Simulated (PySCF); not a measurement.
**C3H7N, SMILES `C/C=C/N` (charge 0, multiplicity 1)**

Level of theory: PBE0-D3(BJ)/def2-TZVP (PySCF).

| Item | Result |
|---|---|
| HOMO | -5.71 eV |
| dipole moment | 1.35 D |
| HOMO–LUMO gap | 6.89 eV |
| LUMO | 1.18 eV |
| total energy | -173.1230 Ha |
| cost | very roughly 40 core-seconds |

```xyz
11

C     -1.6941     0.1981     0.0485
C     -0.2395     0.4762    -0.1242
C      0.6856    -0.4706    -0.2713
N      2.0347    -0.2758    -0.5395
H     -2.2906     0.6239    -0.7659
H     -1.8885    -0.8770     0.0708
H     -2.0823     0.6258     0.9791
H      0.0697     1.5202    -0.1478
H      0.3914    -1.5176    -0.2513
H      2.3654     0.6611    -0.3652
H      2.6482    -0.9643    -0.1343
```
Charge 0, spin multiplicity 1.
